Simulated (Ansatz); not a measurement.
`C[SiH2][SiH2]CF` + H–F → `C[SiH2][SiH2]F` + fluoromethane at 600 K and 1 bar (ligand exchange at the Si–C bond).

Computed with Ansatz on PBE0-D4/def2-TZVP structures; ΔE is electronic, products minus reactants. CCSD(T)/CBS is the MP2 limit (def2-TZVPP, def2-QZVPP) plus CCSD(T) − MP2 in def2-TZVPP, frozen cores. This one scheme is used for every species. One conformer a species, not always the lowest.

| species | CCSD(T)/CBS energy (Eh) | H − E (kJ/mol) | S (J/(mol·K)) |
| --- | --- | --- | --- |
| `C[SiH2][SiH2]CF` | -759.46225 | 343.0 | 509.2 |
| H–F | -100.39570 | 42.3 | 194.0 |
| `C[SiH2][SiH2]F` | -720.27653 | 257.6 | 447.5 |
| `CF` | -139.63461 | 127.6 | 254.6 |

H − E and S are ideal-gas, rigid-rotor, harmonic terms from PBE0-D4/def2-TZVP, for one conformer and one mirror image of each species. 1 Eh = 2625.50 kJ/mol, R = 8.31446 J/(mol·K).

Problem. By hand: ΔE, ΔH, ΔS and ΔG.

Solution. ΔE = (-720.27653) + (-139.63461) − (-759.46225) − (-100.39570) = -0.05319 Eh = -139.7 kJ/mol. Δ(H − E) = 257.6 + 127.6 − 343.0 − 42.3 = -0.1, so ΔH = -139.8 kJ/mol. ΔS = 447.5 + 254.6 − 509.2 − 194.0 = -1.1 J/(mol·K). ΔG = -139.8 − 600 × (-1.1)/1000 = -139.1 kJ/mol.

Problem. By hand: the equilibrium constant, and the temperature at which ΔG would vanish if ΔH and ΔS stayed fixed.

Solution. log₁₀ K = −ΔG/(RT ln 10) = 12.1. ΔG = 0 at ΔH/ΔS = 127091 K, far beyond where these terms or the molecules hold.

The number of gas molecules stays the same, so ΔS is small and ΔH decides. A doubt of 5 kJ/mol in ΔE shifts log₁₀ K by 0.4 here. Other conformers and mirror images would add mixing entropy, several J/(mol·K) or more a flexible species. Modes under 60 cm⁻¹, often nearly free rotors, make the harmonic entropy too high. These are equilibria of isolated gas molecules and say nothing of rates. Largest T1 diagnostic: 0.012 (customary marks: 0.02 for closed shells, 0.045 for open ones).
